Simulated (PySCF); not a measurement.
C5H14SSi.
Cartesian coordinates in Å at the PBE0-D3(BJ)/def2-SVP level; atoms count from 1:
```xyz
21
C5H14SSi angstrom
C     -1.724    1.116   -0.474
C     -1.310   -0.284   -0.019
C     -2.216   -0.736    1.130
C     -1.430   -1.271   -1.181
C      0.127   -0.269    0.525
S      1.351    0.269   -0.734
Si     3.134    0.025    0.414
H     -1.647    1.841    0.352
H     -1.085    1.476   -1.295
H     -2.766    1.114   -0.829
H     -1.938   -1.740    1.489
H     -2.158   -0.041    1.984
H     -3.266   -0.776    0.801
H     -1.162   -2.292   -0.864
H     -2.463   -1.295   -1.562
H     -0.767   -0.994   -2.013
H      0.188    0.414    1.388
H      0.398   -1.280    0.870
H      4.263    0.390   -0.489
H      3.141    0.912    1.620
H      3.288   -1.388    0.881
```

Computed with PySCF at PBE0/pcSseg-1 and B3LYP/def2-SVPD, non-relativistic, on one gas-phase PBE0-D3(BJ)/def2-SVP geometry that isn't relaxed in the solvent. The solvent is an IEF-PCM continuum (cavity from Bondi-type radii × 1.2). The model holds no explicit solvent molecules, cavitation or dispersion.

Gas phase at PBE0/pcSseg-1: HOMO -6.85 eV, LUMO 0.28 eV, dipole 1.54 D.

Q: What does the continuum do to the energy, the frontier levels and the dipole at PBE0/pcSseg-1 in tetrahydrofuran and dichloromethane?

A: 
| solvent | ε | E(solvent) − E(gas) (kJ/mol) | polarisation term (kJ/mol) | distortion of the solute (kJ/mol) | HOMO (eV) | LUMO (eV) | dipole (D) |
| --- | --- | --- | --- | --- | --- | --- | --- |
| tetrahydrofuran | 7.426 | -8.27 | -9.46 | 1.19 | -6.92 | 0.36 | 2.10 |
| dichloromethane | 8.93 | -8.64 | -9.96 | 1.32 | -6.92 | 0.36 | 2.13 |

The polarisation term is half the interaction of the solute with the surface charges that it induces; the rest is the cost of distorting the solute's density. The sum is the electrostatic part of solvation alone. From tetrahydrofuran to dichloromethane the lowering changes by a factor 1.05, Onsager's factor (ε − 1)/(2ε + 1) by 1.04 and ε itself by 1.2.

Q: Which radius a makes the point-dipole formula ΔE = −[(ε − 1)/(2ε + 1)]·μ²/a³ give the value in dichloromethane, with the gas-phase dipole?

A: μ = 0.606 au and |ΔE| = 0.00329 Eh give a = 1.91 Å; the farthest nucleus lies 4.72 Å from the centroid of the nuclei, so such a sphere wouldn't even hold the nuclei. The formula assumes a rigid point dipole at the centre of a sphere.

Q: Give the dipole vector in the frame of the coordinates (D, pointing from negative to positive charge), gas and dichloromethane.

A: Gas (-0.79, -0.51, 1.22), solvent (-0.95, -0.71, 1.77). Its length changes by +38 % and its direction by 4°.

Q: Which Hirshfeld charges (PBE0/pcSseg-1) respond most in dichloromethane (means over atoms taken as equivalent)?

A: 
| atoms | environment | gas (e) | solvent (e) | change |
| --- | --- | --- | --- | --- |
| S6 | sulfur bonded to C and Si | -0.070 | -0.093 | -0.023 |
| H17/H18 | methylene hydrogen | +0.037 | +0.043 | +0.006 |
| C5 | sp3 carbon bound to sulfur | -0.064 | -0.061 | +0.003 |
| Si7 | SiH3 silicon | +0.281 | +0.283 | +0.002 |
| H19/H20/H21 | Si–H hydrogen | -0.074 | -0.072 | +0.002 |
| C2 | quaternary sp3 carbon | +0.024 | +0.025 | +0.001 |
| C1/C3/C4 | methyl carbon | -0.118 | -0.119 | -0.001 |
| H8 (×9) | methyl hydrogen | +0.037 | +0.037 | 0.000 |

Gas phase at B3LYP/def2-SVPD: HOMO -6.61 eV, LUMO -0.09 eV, dipole 1.47 D.

Q: What does the continuum do to the energy, the frontier levels and the dipole at B3LYP/def2-SVPD in dichloromethane?

A: 
```
        solvent     ε  E(solvent) − E(gas) (kJ/mol)  polarisation term (kJ/mol)  distortion of the solute (kJ/mol)  HOMO (eV)  LUMO (eV)  dipole (D)
dichloromethane  8.93                         -8.20                       -9.59                               1.39      -6.65       0.00        2.10
```

Q: How does the static polarisability (B3LYP/def2-SVPD, frozen core, with the continuum's full static response) change?

A: 
| medium | isotropic (au) | principal values (au) | ⟨r²⟩ of the electrons (bohr²) |
| --- | --- | --- | --- |
| gas | 113.9 | 98.8, 103.5, 139.3 | 1592.5 |
| dichloromethane | 150.4 | 135.1, 142.3, 173.8 | 1592.3 |

The isotropic value in dichloromethane is 1.32 times the gas-phase one; no cavity-field correction is applied. ⟨r²⟩ is taken about the centre of nuclear charge.
